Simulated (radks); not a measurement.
Q: Dipole-allowed excitations along the series with 4 electrons in [He] 2s2. Method: scalar-relativistic Kohn-Sham, LDA (Slater exchange, Perdew-Wang correlation), spin-polarised, spherical densities, finite nucleus; Fermi nuclear charge, rms radius of each element as measured or else 0.836 A^(1/3) + 0.57 fm; computed with a radial shooting solver on a logarithmic mesh with Libxc functionals. Time-dependent linear response with the Hartree and adiabatic LDA kernel, continuum included through the Sternheimer equations, no spin-orbit coupling, so fine structure and intercombination lines are absent. Lines are the poles of the dipole polarisability below minus the highest occupied eigenvalue, found on a grid refined at the orbital gaps; the lowest seven at most are given, and weak or close lines can be missed. The first line takes the name of the lowest orbital gap if no other gap lies below it; otherwise a line is named after a gap within 0.6 % of it, if that gap stands alone.

species  -e(HOMO) (eV)  lowest orbital gap (eV)  first line (eV)      f  strongest line (eV)  its f  static alpha (bohr^3)
Be               5.600              2s-2p 3.500    4.823 (2s-2p)   1.30            the first   1.30                  43.78
B+              19.411              2s-2p 5.955    8.482 (2s-2p)  0.971            the first  0.971                  10.77
C2+             40.170              2s-2p 8.323   11.776 (2s-2p)  0.723            the first  0.723                  4.249
N3+             67.794             2s-2p 10.661   14.976 (2s-2p)  0.578            the first  0.578                  2.102
F5+             143.57             2s-2p 15.330   21.311 (2s-2p)  0.415       94.737 (2s-3p)  0.454                 0.7386

Estimate the first line of O4+, its oscillator strength and the static polarisability.

A: 18.146 eV (2s-2p), f = 0.482, alpha = 1.191 bohr^3.
